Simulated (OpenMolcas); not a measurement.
**Ionisation energies of potassium**

```json
{
 "Program": "OpenMolcas",
 "Basis": "ANO-RCC-VQZP [7s6p3d2f1g]",
 "Scalar Hamiltonian": "DKH2, point nucleus",
 "Spin-orbit coupling": "RASSI with atomic mean-field integrals over the reference wave functions, term energies averaged over their components"
}
```

Active shells in each charge state: the valence s, p shells, with orbitals averaged over the low states. Where CASPT2's correlated closed shells are named, they are those of the first ion.

A. CASSCF
B. SS-CASPT2, IPEA 0.25 Eh, imaginary shift 0.1 Eh (closed shells correlated: 3s 3p)
C. SS-CASPT2, IPEA 0.25 Eh, imaginary shift 0.1 Eh (closed shells correlated: none)
D. SS-CASPT2, IPEA 0.25 Eh, imaginary shift 0.1 Eh (closed shells correlated: 2s 2p 3s 3p)
E. SS-CASPT2, IPEA 0 Eh, imaginary shift 0.1 Eh (closed shells correlated: 3s 3p)

Energies in eV between the lowest computed levels, named as in B; reference values from the NIST Atomic Spectra Database with their kind.

```csv
From,To,A,B,C,D,E,Spin-orbit share in B,Reference
K 4s 2S 1/2,K+ 3p6 1S0,4.020,4.285,4.020,4.285,4.305,+0.000,4.341 (measured)
```

Error against the reference values, in %:

```tsv
From	Reference	A	B	C	D	E
K	measured	-7.4	-1.3	-7.4	-1.3	-0.8
```

Absolute error against the one measured value: A 0.32 eV, B 0.06 eV, C 0.32 eV, D 0.06 eV, E 0.04 eV. E lies closest.
